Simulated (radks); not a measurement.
Values are calculated unless marked as measured or tabulated.
Species: Ru+. Configuration: [Kr] 4d7.

Code: a radial shooting solver on a logarithmic mesh with Libxc functionals. Model: Dirac Kohn-Sham, PBE, spin-unpolarised, spherical densities, point nucleus; open shells fill j = l - 1/2 first.

Energy parts (hartree):
part                        energy
total                  -4531.28656
kinetic                 4715.43052
electron-nucleus      -10950.60781
Hartree                 1837.39555
exchange-correlation    -133.50482

Orbitals (lengths in bohr, moments of r in powers of bohr; r(max) is where P^2 peaks):
| orbital | occ. | eigenvalue (hartree) | <r> | r(max) | <1/r> | small-component weight |
|---|---|---|---|---|---|---|
| 1s1/2 | 2 | -806.0379 | 0.03343 | 0.02171 | 45.88 | 2.58e-02 |
| 2s1/2 | 2 | -116.0897 | 0.1453 | 0.1230 | 10.49 | 5.35e-03 |
| 2p1/2 | 2 | -107.2856 | 0.1236 | 0.09548 | 10.47 | 5.35e-03 |
| 2p3/2 | 4 | -102.4741 | 0.1284 | 0.09947 | 9.921 | 5.16e-03 |
| 3s1/2 | 2 | -20.66296 | 0.4024 | 0.3618 | 3.625 | 1.46e-03 |
| 3p1/2 | 2 | -17.24783 | 0.3956 | 0.3486 | 3.526 | 1.40e-03 |
| 3p3/2 | 4 | -16.43152 | 0.4063 | 0.3581 | 3.393 | 1.35e-03 |
| 3d3/2 | 4 | -10.38837 | 0.3821 | 0.2995 | 3.216 | 1.24e-03 |
| 3d5/2 | 6 | -10.22935 | 0.3856 | 0.3023 | 3.181 | 1.22e-03 |
| 4s1/2 | 2 | -3.07422 | 1.020 | 0.9152 | 1.349 | 3.46e-04 |
| 4p1/2 | 2 | -2.06056 | 1.109 | 0.9671 | 1.225 | 2.94e-04 |
| 4p3/2 | 4 | -1.93680 | 1.140 | 0.9920 | 1.184 | 2.80e-04 |
| 4d3/2 | 4 | -0.46653 | 1.631 | 1.207 | 0.8319 | 1.49e-04 |
| 4d5/2 | 3 | -0.45436 | 1.654 | 1.219 | 0.8205 | 1.46e-04 |

The highest occupied level is 4d5/2 at -12.364 eV. The density falls to 0.001 e/bohr^3 at r = 3.83 bohr. Summed over all electrons, <r^2> = 37.71 bohr^2, which gives a Langevin (diamagnetic) susceptibility term of -29.9 x 10^-6 cm^3/mol.
